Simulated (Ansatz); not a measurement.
`[F][SnH]([Cl])[O][SiH3]` → H–F + `[SiH3][O][Sn][Cl]` at 600 K and 1 bar (stannylene formation by 1,1-elimination).

Calculated with Ansatz (gas phase, PBE0-D4/def2-TZVP geometries, no zero-point term in ΔE). CBS: MP2 limit from def2 TZ/QZ plus the TZ coupled-cluster correction, frozen cores. This one scheme is used for every species. def2 core potentials past Kr. For Sn outer-core shells are correlated without core-valence functions, which leaves a few kJ/mol of doubt a bond. One conformer a species, not always the lowest.

| species | CCSD(T)/CBS energy (Eh) | H − E (kJ/mol) | S (J/(mol·K)) |
| --- | --- | --- | --- |
| `[F][SnH]([Cl])[O][SiH3]` | -1140.38645 | 171.6 | 512.6 |
| H–F | -100.39570 | 42.3 | 194.0 |
| `[SiH3][O][Sn][Cl]` | -1039.98803 | 131.5 | 441.5 |

H − E and S are ideal-gas, rigid-rotor, harmonic terms from PBE0-D4/def2-TZVP, for one conformer and one mirror image of each species. 1 Eh = 2625.50 kJ/mol, R = 8.31446 J/(mol·K).

Q: By hand: ΔE, ΔH, ΔS and ΔG.

A: ΔE = (-100.39570) + (-1039.98803) − (-1140.38645) = 0.00272 Eh = 7.1 kJ/mol. Δ(H − E) = 42.3 + 131.5 − 171.6 = 2.2, so ΔH = 9.3 kJ/mol. ΔS = 194.0 + 441.5 − 512.6 = 122.9 J/(mol·K). ΔG = 9.3 − 600 × (122.9)/1000 = -64.4 kJ/mol.

Q: By hand: the equilibrium constant, and the temperature at which ΔG would vanish if ΔH and ΔS stayed fixed.

A: log₁₀ K = −ΔG/(RT ln 10) = 5.6. ΔG = 0 at ΔH/ΔS = 76 K, though so small a ΔH makes that figure unsure.

The number of gas molecules changes by +1, which sets the sign of ΔS. A doubt of 5 kJ/mol in ΔE shifts log₁₀ K by 0.4 here. Other conformers and mirror images would add mixing entropy, several J/(mol·K) or more a flexible species. Modes under 60 cm⁻¹, often nearly free rotors, make the harmonic entropy too high. These are equilibria of isolated gas molecules and say nothing of rates. Largest T1 diagnostic: 0.015 (customary marks: 0.02 for closed shells, 0.045 for open ones).
